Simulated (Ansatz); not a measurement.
Geometry optimisation, RHF/def2-SVP (Ansatz).

Input:

```yaml
crystal:
  periodic: [false, false, false]
  atoms:
    - { symbol: Hf, position_ang: [0.348001, 0.368392, -0.518821] }
    - { symbol: O, position_ang: [0.980261, -0.444817, 2.574686] }
    - { symbol: H, position_ang: [0.417166, -1.017159, 3.0773] }
    - { symbol: Cl, position_ang: [2.442347, -0.632982, -1.068552] }
    - { symbol: Cl, position_ang: [-0.533529, 1.403867, -2.475593] }
    - { symbol: O, position_ang: [-0.988099, -0.943773, -0.027716] }
    - { symbol: Si, position_ang: [-1.96103, -2.204214, 0.410995] }
    - { symbol: H, position_ang: [-1.986638, -2.309101, 1.889215] }
    - { symbol: H, position_ang: [-3.336158, -1.974322, -0.079597] }
    - { symbol: H, position_ang: [-1.43048, -3.463679, -0.154224] }
    - { symbol: "N", position_ang: [0.535716, 1.966939, 0.912664] }
    - { symbol: H, position_ang: [1.379288, 2.152821, 1.429438] }
    - { symbol: H, position_ang: [-0.010048, 2.811495, 0.877267] }
    - { symbol: H, position_ang: [0.546103, 0.424333, 2.569638] }
basis:
  gaussian: { orbitals: def2-SVP }
hamiltonian:
  xc: hf
relax:
  f_tol: 0.03
  max_steps: 50
output:
  orbitals: {}
```

Command:

```bash
$ ansatz run input.yaml --threads 4 --pin off --max-ram 5120MiB --backend cpu --events-out ev --progress --plain --runs-dir out
```

Where does it end, and by what steps?

The forces met the threshold. After 28 steps the energy has fallen by 0.706 eV; H3 moved furthest, 1.86 Å. Joined: Hf1–O2 (3.26 → 2.39 Å).

| step | energy less start (eV) | largest force component (eV/Å) | accepted |
| --- | --- | --- | --- |
| 0 | 0.0000 | 1.352 | yes |
| 1 | -0.0864 | 1.635 | yes |
| 2 | -0.2002 | 1.462 | yes |
| 3 | -0.3117 | 1.960 | yes |
| 4 | -0.4082 | 1.708 | yes |
| 5 | -0.4606 | 1.333 | yes |
| 6 | -0.5491 | 0.328 | yes |
| 7 | -0.5769 | 0.480 | yes |
| 8 | -0.5892 | 1.084 | yes |
| 9 | -0.6099 | 1.004 | yes |
| 10 | -0.6320 | 0.837 | yes |
| 11 | -0.6504 | 0.858 | yes |
| 12 | -0.6869 | 0.118 | yes |
| 13 | -0.6912 | 0.069 | yes |
| 14 | -0.6806 | 0.868 | no |
| 15 | -0.6989 | 0.064 | yes |
| 16 | -0.7005 | 0.282 | yes |
| 17 | -0.7019 | 0.128 | yes |
| 18 | -0.7029 | 0.152 | yes |
| 19 | -0.7024 | 0.172 | no |
| 20 | -0.7037 | 0.089 | yes |
| 21 | -0.7043 | 0.032 | yes |
| 22 | -0.7047 | 0.041 | yes |
| 23 | -0.7050 | 0.057 | yes |
| 24 | -0.7053 | 0.048 | yes |
| 25 | -0.7056 | 0.031 | yes |
| 26 | -0.7058 | 0.039 | yes |
| 27 | -0.7059 | 0.043 | yes |
| 28 | -0.7061 | 0.029 | yes |

```xyz
14
Properties=species:S:1:pos:R:3
Hf 0.490 0.253 -0.080
O 1.124 -0.262 2.165
H 2.034 -0.477 2.327
Cl 2.790 -0.515 -0.407
Cl -0.178 0.778 -2.330
O -0.875 -1.077 0.413
Si -2.210 -2.034 0.491
H -2.372 -2.523 1.886
H -3.423 -1.274 0.111
H -2.062 -3.205 -0.403
N 0.228 2.103 0.730
H 0.331 2.355 1.697
H -0.054 2.915 0.207
H 0.580 -0.898 2.612
```

Whether the end is a true minimum wasn't checked by a vibrational analysis.

Time of the run: 92 s on 4 threads of Arm Neoverse V1 (shared host), peak memory 0.52 GiB.
